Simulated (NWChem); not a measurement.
System meant: C₄H₇ cation

The following NWChem deck was run.

```
start job
memory heap 200 mb stack 900 mb global 1100 mb
charge 1
geometry units angstroms noautoz
  C     -1.155227     0.811062     0.001403
  C     -0.000405     0.037485    -0.003121
  C      1.175438     0.779168     0.002956
  C     -0.017581    -1.460307    -0.006078
  H     -2.152584     0.354495     0.033561
  H     -1.108810     1.906016    -0.019184
  H      2.160060     0.295429     0.036401
  H      1.159353     1.875026    -0.017656
  H     -0.955791    -1.852671     0.407325
  H      0.077280    -1.834051    -1.038448
  H      0.819667    -1.870404     0.574800
end
basis spherical
  C library def2-svp
  H library def2-svp
end
dft
  odft
  mult 2
  xc b3lyp
  iterations 150
  mulliken
end
task dft energy
```

End of the output:

```
 ==============================================================================
                                 internuclear angles
 ------------------------------------------------------------------------------
        center 1       |       center 2       |       center 3       |  degrees
 ------------------------------------------------------------------------------
    2 C                |   1 C                |   5 H                |   121.58
    2 C                |   1 C                |   6 H                |   121.38
    5 H                |   1 C                |   6 H                |   117.04
    1 C                |   2 C                |   3 C                |   113.94
    1 C                |   2 C                |   4 C                |   123.16
    3 C                |   2 C                |   4 C                |   122.90
    2 C                |   3 C                |   7 H                |   121.59
    2 C                |   3 C                |   8 H                |   121.39
    7 H                |   3 C                |   8 H                |   117.02
    2 C                |   4 C                |   9 H                |   111.50
    2 C                |   4 C                |  10 H                |   109.88
    2 C                |   4 C                |  11 H                |   111.32
    9 H                |   4 C                |  10 H                |   107.77
    9 H                |   4 C                |  11 H                |   108.59
   10 H                |   4 C                |  11 H                |   107.65
 ------------------------------------------------------------------------------
                            number of included internuclear angles:         15
 ==============================================================================

 Summary of "ao basis" -> "" (spherical)
 ------------------------------------------------------------------------------
       Tag                 Description            Shells   Functions and Types
 ---------------- ------------------------------  ------  ---------------------
 C                          def2-svp                 6       14   3s2p1d
 H                          def2-svp                 3        5   2s1p

                                 NWChem DFT Module
                                 -----------------

 Summary of "ao basis" -> "ao basis" (spherical)
 ------------------------------------------------------------------------------
       Tag                 Description            Shells   Functions and Types
 ---------------- ------------------------------  ------  ---------------------
 C                          def2-svp                 6       14   3s2p1d
 H                          def2-svp                 3        5   2s1p

  number of electrons :                   30
  multiplicity        :                    2
 ------------------------------------------------------------------------
  no. of electrons and multiplicity not compatible                  30
 ------------------------------------------------------------------------
 ------------------------------------------------------------------------
  current input line :
    28: task dft energy
 ------------------------------------------------------------------------
 ------------------------------------------------------------------------
 There is an error in the input file
 ------------------------------------------------------------------------
 For more information see the NWChem manual at https://nwchemgit.github.io

0: no. of electrons and multiplicity not compatible:Received an Error in Communication
```

Task: Find the fault in this run and fix the input.

Result: The program refused the input. Cause: the multiplicity doesn't fit the number of electrons (an even count wants an odd multiplicity, and the reverse). This input runs:
```
start job
memory heap 200 mb stack 900 mb global 1100 mb
charge 1
geometry units angstroms noautoz
  C     -1.155227     0.811062     0.001403
  C     -0.000405     0.037485    -0.003121
  C      1.175438     0.779168     0.002956
  C     -0.017581    -1.460307    -0.006078
  H     -2.152584     0.354495     0.033561
  H     -1.108810     1.906016    -0.019184
  H      2.160060     0.295429     0.036401
  H      1.159353     1.875026    -0.017656
  H     -0.955791    -1.852671     0.407325
  H      0.077280    -1.834051    -1.038448
  H      0.819667    -1.870404     0.574800
end
basis spherical
  * library def2-svp
end
dft
  xc b3lyp
  iterations 150
  mulliken
end
task dft energy
```
It converges to -156.17810 Ha (B3LYP/def2-SVP).
